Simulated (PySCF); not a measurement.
## Ho³⁺ (holmium, charge +3) across methods

[Xe] 4f10, one real determinant. Calculation: PySCF 2.14, in ANO-RCC-VTZP (8s7p5d3f2g1h, 104 functions); the spin-free X2C one-electron Hamiltonian (Gaussian nucleus).

```csv
method,E (hartree),mean ε 5p β (eV),mean ε 4f α (eV),mean ε 4f β (eV),Σ⟨r²⟩ (bohr²),⟨S²⟩
PBE0,-12613.76,-55.840,-39.898,-36.903,33.74,6.002
PBE,-12613.91,-53.941,-36.579,-34.009,33.89,6.002
UHF,-12609.57731,-60.176,-49.056,-44.670,33.57,6.004
r2SCAN,-12614.12,-54.580,-36.783,-34.206,33.75,6.003
```

**Question.** Estimate the same row for LDA.

**Answer.** E (hartree) = -12605.07; mean ε 5p β (eV) = -54.270; mean ε 4f α (eV) = -36.907; mean ε 4f β (eV) = -34.037; Σ⟨r²⟩ (bohr²) = 33.89; ⟨S²⟩ = 6.002.

⟨L²⟩ = 34.01 against 42 for a pure I term, so this real determinant mixes terms. Spin-orbit coupling, absent here, splits the open shell strongly.
